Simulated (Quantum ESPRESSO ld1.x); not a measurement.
ld1.x (Quantum ESPRESSO 7.5) input

```
 &input
    atom='Cl',
    iswitch=1,
    rel=2,
    dft='RXC-VWN',
    config='[Ne] 3s2 3p4 4s0 3d0 4p0 4f0',
    rel_dist='energy',
    lsmall=.true.,
    prefix='ld1',
    max_out_wfc=37,
    file_charge='ld1.rho',
 /
```

Output:

```
     Program LD1 v.7.5 starts

     --------------------------- All-electron run ----------------------------

     dirac relativistic calculation

     atomic number is 17.00
     dft =RXC-VWN   lsd =0 sic =0 latt =0  beta=0.20 tr2=1.0E-14
     Exchange-correlation= RXC-VWN
                           (   3   2   0   0   0   0   0)
     mesh =1931 r(mesh) = 100.16178 a.u. xmin = -8.00 dx = 0.00800
     1 Ry =  13.60569312 eV, c = 137.03599908

     n l j   nl                  e(Ry)          e(Ha)          e(eV)
     Spin orbit split results
     1 0 0.5 1S 1( 2.00)      -202.1106      -101.0553     -2749.8547
     2 0 0.5 2S 1( 2.00)       -19.4145        -9.7073      -264.1479
     2 1 0.5 2P 1( 2.00)       -15.0989        -7.5494      -205.4306
     2 1 1.5 2P 1( 4.00)       -14.9746        -7.4873      -203.7397
     3 0 0.5 3S 1( 2.00)        -2.3536        -1.1768       -32.0227
     3 1 0.5 3P 1( 2.00)        -1.4403        -0.7201       -19.5956
     3 1 1.5 3P 1( 2.00)        -1.4295        -0.7148       -19.4499
     4 0 0.5 4S 1( 0.00)        -0.4105        -0.2053        -5.5853
     3 2 1.5 3D 1( 0.00)        -0.3000        -0.1500        -4.0812
     3 2 2.5 3D 1( 0.00)        -0.2997        -0.1499        -4.0776
     4 1 0.5 4P 1( 0.00)        -0.2538        -0.1269        -3.4526
     4 1 1.5 4P 1( 0.00)        -0.2527        -0.1263        -3.4375
     4 3 2.5 4F 1( 0.00)        -0.0637        -0.0318        -0.8663
     4 3 3.5 4F 1( 0.00)        -0.0637        -0.0318        -0.8663
     Averaged results
     1 0     1S 1( 2.00)      -202.1106      -101.0553     -2749.8547
     2 0     2S 1( 2.00)       -19.4145        -9.7073      -264.1479
     2 1     2P 1( 6.00)       -15.0160        -7.5080      -204.3034
     3 0     3S 1( 2.00)        -2.3536        -1.1768       -32.0227
     3 1     3P 1( 4.00)        -1.4331        -0.7166       -19.4985
     4 0     4S 1( 0.00)        -0.4105        -0.2053        -5.5853
     3 2     3D 1( 0.00)        -0.2998        -0.1499        -4.0791
     4 1     4P 1( 0.00)        -0.2530        -0.1265        -3.4425
     4 3     4F 1( 0.00)        -0.0637        -0.0318        -0.8663

     final scf error:  7.2E-15 reached in  22 iterations

     Etot =    -918.734847 Ry,    -459.367424 Ha,  -12500.024394 eV

     Ekin =     921.895159 Ry,     460.947580 Ha,   12543.022630 eV
     Encl =   -2180.065490 Ry,   -1090.032745 Ha,  -29661.302040 eV
     Eh   =     391.633876 Ry,     195.816938 Ha,    5328.450333 eV
     Exc  =     -52.198393 Ry,     -26.099197 Ha,    -710.195317 eV

     normalization and overlap integrals

     s(1S/1S) =  1.000000  <r> =   0.0913  <r2> =    0.0112  r(max) =   0.0598
     s(1S/2S) =  0.000000
     s(1S/3S) = -0.000000
     s(1S/4S) =  0.000000
     s(2S/2S) =  1.000000  <r> =   0.4460  <r2> =    0.2365  r(max) =   0.3645
     s(2S/3S) =  0.000000
     s(2S/4S) = -0.000000
     s(2P/2P) =  1.000000  <r> =   0.4060  <r2> =    0.2057  r(max) =   0.3008
     s(2P/3P) =  0.000000
     s(2P/4P) = -0.000000
     s(2P/2P) =  1.000000  <r> =   0.4084  <r2> =    0.2079  r(max) =   0.3032
     s(2P/3P) =  0.000000
     s(2P/4P) = -0.000000
     s(3S/3S) =  1.000000  <r> =   1.4909  <r2> =    2.5730  r(max) =   1.2596
     s(3S/4S) =  0.000000
     s(3P/3P) =  1.000000  <r> =   1.7008  <r2> =    3.4212  r(max) =   1.3865
     s(3P/4P) =  0.000000
     s(3P/3P) =  1.000000  <r> =   1.7086  <r2> =    3.4521  r(max) =   1.3865
     s(3P/4P) =  0.000000
     s(4S/4S) =  1.000000  <r> =   4.4350  <r2> =   22.4120  r(max) =   3.8605
     s(3D/3D) =  1.000000  <r> =   3.1586  <r2> =   12.7642  r(max) =   2.2051
     s(3D/3D) =  1.000000  <r> =   3.1613  <r2> =   12.7850  r(max) =   2.2051
     s(4P/4P) =  1.000000  <r> =   5.6891  <r2> =   37.2435  r(max) =   4.8297
     s(4P/4P) =  1.000000  <r> =   5.7101  <r2> =   37.5175  r(max) =   4.8685
     s(4F/4F) =  1.000000  <r> =  17.2570  <r2> =  333.8300  r(max) =  15.4065
     s(4F/4F) =  1.000000  <r> =  17.2570  <r2> =  333.8322  r(max) =  15.4065

     ------------------------ End of All-electron run ------------------------
```

Run on one thread of a shared host, so times are rough (Intel(R) Xeon(R) Processor @ 2.60GHz): 0.66 s of CPU time, 0.69 s wall, 22 iterations on 1931 mesh points.
